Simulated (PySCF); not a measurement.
Fine-structure interval of Xe²³⁺ by level of theory

Xe²³⁺ [Ar] 3d10 4s2 4p1 [4p1/2^1, M_J = 1/2] → Xe²³⁺ [Ar] 3d10 4s2 4p1 [4p3/2^1, M_J = 3/2], as a difference of total energies. Calculation: PySCF 2.14, in an uncontracted even-tempered set (17 s from 1.7 bohr⁻², ratio 2.8; 13 p from 2.2 bohr⁻², ratio 2.8; 8 d from 3.8 bohr⁻², ratio 2.8; 4 f from 10 bohr⁻², ratio 3); the two-component X2C-1e Hamiltonian. Correlated levels: [Ne] frozen; the 74 highest virtual spinors dropped. "Screened" scales the spin-orbit matrix elements by Boettger's factors to mimic the two-electron term; Breit and QED terms are absent.

```csv
method,fine-structure interval (cm⁻¹)
GHF (screened spin-orbit),145320
GMP2 (screened spin-orbit),143740
GHF (bare spin-orbit),151150
```
